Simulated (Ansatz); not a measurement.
trans-NiH(PF3)2F (NiP₂HF₇), relaxed as a triplet with UKS PBE-D4/def2-SVP in Ansatz, starting from the PBE-D4/def2-SVP geometry of the neutral singlet. Force threshold 0.02 eV/Å.

The relaxation made no stability test and no search for a lower SCF solution. The name describes the singlet; other states may take another shape. At PBE-D4/def2-SVP a singlet of charge 0 lies 1.26 eV below the triplet, each at its own geometry.

Start:

```csv
atom,x (Å),y (Å),z (Å)
Ni1,-0.054,-0.053,-0.043
H2,0.902,0.769,0.695
P3,-1.228,0.023,1.671
F4,-2.687,0.657,1.531
F5,-0.745,0.812,2.974
F6,-1.614,-1.366,2.359
F7,-1.239,-1.070,-0.950
P8,1.305,0.043,-1.613
F9,1.896,-1.337,-2.157
F10,2.673,0.855,-1.475
F11,0.791,0.666,-2.991
```

```json
{"step": "1", "energy (eV)": "-78600.5214", "largest force component (eV/Å)": "2.171", "SCF passes": "69"}
{"step": "2", "energy (eV)": "-78601.1446", "largest force component (eV/Å)": "0.547", "SCF passes": "32"}
{"step": "3", "energy (eV)": "-78601.2284", "largest force component (eV/Å)": "0.286", "SCF passes": "28"}
{"step": "4", "energy (eV)": "-78601.2626", "largest force component (eV/Å)": "0.159", "SCF passes": "34"}
{"step": "5", "energy (eV)": "-78601.3278", "largest force component (eV/Å)": "0.428", "SCF passes": "36"}
{"step": "6", "energy (eV)": "-78601.4141", "largest force component (eV/Å)": "0.665", "SCF passes": "32"}
{"step": "7", "energy (eV)": "-78601.5446", "largest force component (eV/Å)": "0.454", "SCF passes": "32"}
{"step": "8", "energy (eV)": "-78601.6237", "largest force component (eV/Å)": "0.276", "SCF passes": "37"}
{"step": "9", "energy (eV)": "-78601.6687", "largest force component (eV/Å)": "0.163", "SCF passes": "29"}
{"step": "10", "energy (eV)": "-78601.6812", "largest force component (eV/Å)": "0.157", "SCF passes": "29"}
{"step": "11", "energy (eV)": "-78601.6882", "largest force component (eV/Å)": "0.102", "SCF passes": "24"}
{"step": "12", "energy (eV)": "-78601.6907", "largest force component (eV/Å)": "0.118", "SCF passes": "25"}
{"step": "13 (rejected)", "energy (eV)": "-78601.6837", "largest force component (eV/Å)": "0.303", "SCF passes": "25"}
{"step": "14", "energy (eV)": "-78601.6920", "largest force component (eV/Å)": "0.048", "SCF passes": "26"}
{"step": "15", "energy (eV)": "-78601.6931", "largest force component (eV/Å)": "0.035", "SCF passes": "25"}
{"step": "16", "energy (eV)": "-78601.6933", "largest force component (eV/Å)": "0.021", "SCF passes": "26"}
{"step": "17", "energy (eV)": "-78601.6934", "largest force component (eV/Å)": "0.018", "SCF passes": "27"}
{"step": "18", "energy (eV)": "-78601.6937", "largest force component (eV/Å)": "0.014", "SCF passes": "26"}
{"step": "19", "energy (eV)": "-78601.6940", "largest force component (eV/Å)": "0.031", "SCF passes": "26"}
{"step": "20", "energy (eV)": "-78601.6945", "largest force component (eV/Å)": "0.044", "SCF passes": "25"}
{"step": "21", "energy (eV)": "-78601.6951", "largest force component (eV/Å)": "0.108", "SCF passes": "30"}
{"step": "22", "energy (eV)": "-78601.6954", "largest force component (eV/Å)": "0.117", "SCF passes": "27"}
{"step": "23", "energy (eV)": "-78601.6962", "largest force component (eV/Å)": "0.031", "SCF passes": "26"}
{"step": "24", "energy (eV)": "-78601.6963", "largest force component (eV/Å)": "0.011", "SCF passes": "27"}
```

Force components are those of the run's own axes.

End:

```xyz
11

Ni    0.1258    0.1642    0.0439
H     1.4016   -0.2445    0.8076
P    -1.3603    0.1947    1.6861
F    -2.9183    0.3794    1.3717
F    -1.2708    1.1154    3.0055
F    -1.4038   -1.2263    2.4058
F    -1.1838   -1.0699   -0.3802
P     1.2840    0.2223   -1.7917
F     1.8702   -1.2228   -2.1338
F     2.6499    1.0566   -1.7419
F     0.8056    0.6309   -3.2729
```

By distances, no bond broke or formed. The bond that changes most is Ni1–P3, from 2.08 to 2.22 Å (atoms count from 1).

The force fell under the threshold at step 17, but the optimiser went on and released 0.003 eV more. No frequencies were taken in this run, so the end may be a saddle point.

It took 85 s on 4 threads of Intel Xeon Platinum 8175M on a shared host.
